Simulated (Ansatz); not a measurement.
C$_{3}$H$_{7}$BO$_{3}$ (`C=CCOB(O)O`), relaxed with RKS PBE0-D4/def2-TZVP in Ansatz 0.2.0 from a GFN2-xTB geometry. The force threshold is 0.005 eV/Å; the program also tests the step.

Charge 0, multiplicity 1.

Start:

```xyz
14

C    -2.528   -1.116    0.700
C    -1.620   -0.186    0.471
C    -0.151   -0.450    0.339
O     0.393    0.366   -0.685
B     1.688    0.774   -0.674
O     2.134    1.552   -1.701
O     2.539    0.434    0.332
H    -3.571   -0.876    0.809
H    -2.262   -2.155    0.798
H    -1.897    0.854    0.368
H     0.355   -0.227    1.288
H     0.036   -1.502    0.094
H     1.466    1.739   -2.359
H     3.417    0.794    0.220
```

```json
{"step": "1", "energy (eV)": "-10038.9116", "largest force (eV/Å)": "0.372", "largest move (Å)": "0.000"}
{"step": "2", "energy (eV)": "-10038.9233", "largest force (eV/Å)": "0.193", "largest move (Å)": "0.075"}
{"step": "3", "energy (eV)": "-10038.9286", "largest force (eV/Å)": "0.097", "largest move (Å)": "0.038"}
{"step": "4", "energy (eV)": "-10038.9312", "largest force (eV/Å)": "0.100", "largest move (Å)": "0.038"}
{"step": "5", "energy (eV)": "-10038.9319", "largest force (eV/Å)": "0.267", "largest move (Å)": "0.123"}
{"step": "6", "energy (eV)": "-10038.9349", "largest force (eV/Å)": "0.039", "largest move (Å)": "0.027"}
{"step": "7", "energy (eV)": "-10038.9355", "largest force (eV/Å)": "0.075", "largest move (Å)": "0.051"}
{"step": "8", "energy (eV)": "-10038.9360", "largest force (eV/Å)": "0.043", "largest move (Å)": "0.024"}
{"step": "9", "energy (eV)": "-10038.9361", "largest force (eV/Å)": "0.032", "largest move (Å)": "0.015"}
{"step": "10", "energy (eV)": "-10038.9362", "largest force (eV/Å)": "0.008", "largest move (Å)": "0.003"}
{"step": "11", "energy (eV)": "-10038.9362", "largest force (eV/Å)": "0.004", "largest move (Å)": "0.002"}
```

End:

```xyz
14

C    -2.515   -1.120    0.596
C    -1.601   -0.163    0.555
C    -0.139   -0.410    0.418
O     0.371    0.353   -0.665
B     1.671    0.757   -0.694
O     2.126    1.479   -1.763
O     2.522    0.453    0.330
H    -3.567   -0.897    0.732
H    -2.241   -2.166    0.501
H    -1.895    0.881    0.641
H     0.380   -0.131    1.342
H     0.050   -1.474    0.240
H     1.436    1.627   -2.414
H     3.400    0.811    0.180
```

Hardware: 2 threads of an AMD EPYC 7R13 on a shared host and a share of an NVIDIA H100 80 GB. Wall time 16 s, peak host memory 0.91 GiB.
